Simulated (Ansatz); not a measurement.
Ideal-gas functions of CH3F2Ge (`[CH3][Ge]([F])[F]`) radical at 800 K and 1 bar, from an Ansatz frequency run at PBE0-D4/def2-TZVP.

Molar mass 125.64 g/mol, point group Cs (symmetry number 1), electronic degeneracy 2, moments of inertia 89.378, 97.056, 151.951 u Å². Harmonic wavenumbers (cm⁻¹, unscaled): 87, 168, 207, 234, 555, 689, 690, 771, 791, 1211, 1428, 1441, 3068, 3175, 3191.

Use S(trans) = R[1.5 ln M + 2.5 ln T − 1.1517]; rotational temperatures θ = 24.2544 K / I; S(rot) = R[ln(√π/σ · √(T³/θAθBθC)) + 1.5]; for each mode x = 1.438777 ν̃/T, S = R[x/(eˣ − 1) − ln(1 − e⁻ˣ)] and H = RT x/(eˣ − 1); 1 cm⁻¹ = 0.0119627 kJ/mol; R = 8.31446 J/(mol·K).

By hand: the entropy, in J/(mol·K).

Translation 189.7. Rotation: θ = 0.2714, 0.2499, 0.1596 K, giving 119.4. Vibration, mode by mode: 23.75, 18.30, 16.58, 15.57, 8.67, 7.04, 7.03, 6.23, 6.05, 3.31, 2.44, 2.39, 0.22, 0.19, 0.18, in all 117.9. Electronic 5.8. Sum 432.8 J/(mol·K).

By hand: H − E and G − E in kJ/mol, counted from the electronic energy.

Zero-point energy ½ × 17706 × 0.0119627 = 105.9; thermal vibration 44.4; translation, rotation and pV give 4 RT = 26.6. H − E = 176.9 kJ/mol, and G − E = 176.9 − 800 × 432.8/1000 = -169.3 kJ/mol.

Vibration gives 27 % of the entropy, 23.7 J/(mol·K) of it from the mode under 150 cm⁻¹: soft modes count most, and the harmonic formula is weakest for them.
